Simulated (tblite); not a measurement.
C4H9BGeO.
SMILES with atom numbers: `[CH3:1][BH:2][O:3][C:4]1=[CH:5][CH2:6][GeH2:7]1` (hydrogens: H8, H9, H10 on C1; H11 on B2; H12 on C5; H13, H14 on C6; H15, H16 on Ge7)

Computed with GFN2-xTB (tblite), gas phase: L-BFGS steps from a force-field or distance-geometry start until the largest atomic force falls under 0.01 eV/Å.

Step 0: E = -552.3881 eV
```
atom  x, y, z in Å  |  force x, y, z in eV/Å
C1      3.2236    0.2611    0.9892   -0.532   0.059  -0.027
B2      1.7872    0.1606    0.2893   -2.223  -0.329   2.078
O3      0.5818    0.0228    1.1422    1.261   0.241  -1.967
C4     -0.7048   -0.0647    0.5806    0.909  -0.070   2.207
C5     -1.9539   -0.1999    1.1924    3.417   0.411  -2.238
C6     -2.7420   -0.2351   -0.0906   -4.759  -0.539   2.056
Ge7    -1.3525   -0.0789   -1.2437    3.385   0.343  -2.101
H8      4.0080    0.3585    0.2172   -0.318  -0.105   0.637
H9      3.2460    1.1556    1.6466    0.173  -0.706  -0.308
H10     3.3964   -0.6461    1.6029    0.094   0.719  -0.305
H11     1.7106    0.1781   -0.8820   -0.400  -0.011  -0.028
H12    -2.2650   -0.2555    2.2218    0.048   0.007  -0.234
H13    -3.2689   -1.2030   -0.1977   -0.549   0.606   0.247
H14    -3.4221    0.6322   -0.1626   -0.514  -0.642   0.273
H15    -1.0067   -1.3878   -1.9807   -0.046   0.664  -0.118
H16    -1.2455    1.3110   -1.9001    0.055  -0.650  -0.173
```

Step 1: E = -553.0838 eV
```
atom  x, y, z in Å  |  force x, y, z in eV/Å
C1      3.2160    0.2620    0.9888   -0.645  -0.025  -0.034
B2      1.7554    0.1559    0.3190   -1.341  -0.196   0.865
O3      0.5998    0.0262    1.1141    0.913   0.160  -0.780
C4     -0.6919   -0.0657    0.6122    1.846   0.106  -0.342
C5     -1.9051   -0.1940    1.1604    0.005   0.012   0.263
C6     -2.8100   -0.2428   -0.0612    0.054   0.025   0.363
Ge7    -1.3041   -0.0740   -1.2737    0.910   0.062   0.318
H8      4.0035    0.3570    0.2263   -0.340  -0.089   0.442
H9      3.2485    1.1455    1.6422    0.149  -0.420  -0.128
H10     3.3978   -0.6358    1.5986    0.106   0.477  -0.163
H11     1.7049    0.1779   -0.8824   -0.419  -0.026   0.367
H12    -2.2643   -0.2554    2.2184    0.546   0.078  -1.103
H13    -3.2768   -1.1944   -0.1942   -0.977  -0.268   0.302
H14    -3.4295    0.6231   -0.1587   -1.020   0.065   0.354
H15    -1.0073   -1.3783   -1.9824    0.083   0.378  -0.348
H16    -1.2447    1.3018   -1.9025    0.132  -0.339  -0.378
```

Task: Estimate the geometry and energy of step 2. (The exact step hangs on the optimiser's Hessian estimate; all steps are aligned on step 1, rigid shifts and turns removed.)

Result: E = -553.2743 eV, largest force 0.908 eV/Å
```
atom  x, y, z in Å  |  force x, y, z in eV/Å
C1      3.2033    0.2617    0.9882   -0.607  -0.049  -0.069
B2      1.7258    0.1516    0.3400    0.171  -0.009  -0.215
O3      0.6193    0.0297    1.0949    0.076   0.035   0.339
C4     -0.6575   -0.0641    0.6128    0.039  -0.039  -0.300
C5     -1.8949   -0.1926    1.1583    0.805   0.093  -0.365
C6     -2.8231   -0.2439   -0.0489    0.737   0.087  -0.024
Ge7    -1.2785   -0.0720   -1.2745    0.302   0.004   0.680
H8      3.9967    0.3552    0.2358   -0.368  -0.075   0.268
H9      3.2516    1.1362    1.6391    0.092  -0.179   0.016
H10     3.3998   -0.6255    1.5949    0.084   0.232  -0.028
H11     1.6965    0.1774   -0.8762   -0.457  -0.038   0.452
H12    -2.2548   -0.2540    2.1988    0.471   0.061  -0.656
H13    -3.2952   -1.1972   -0.1882   -0.798  -0.127   0.342
H14    -3.4485    0.6223   -0.1518   -0.822  -0.037   0.383
H15    -1.0060   -1.3699   -1.9887    0.119   0.280  -0.401
H16    -1.2423    1.2940   -1.9095    0.153  -0.238  -0.422
```

The energy changes by -0.1906 eV. The first-order estimate −F·Δx gives -0.2934 eV and the mean of the old and new forces, exact on a quadratic surface, -0.1868 eV. The step makes an angle of 18° with the force vector and moves no atom by more than 0.037 Å.

The cost below is that of the whole relaxation. On one thread, Arm Neoverse V2 (aarch64), shared host, this took 0.25 s of wall time.
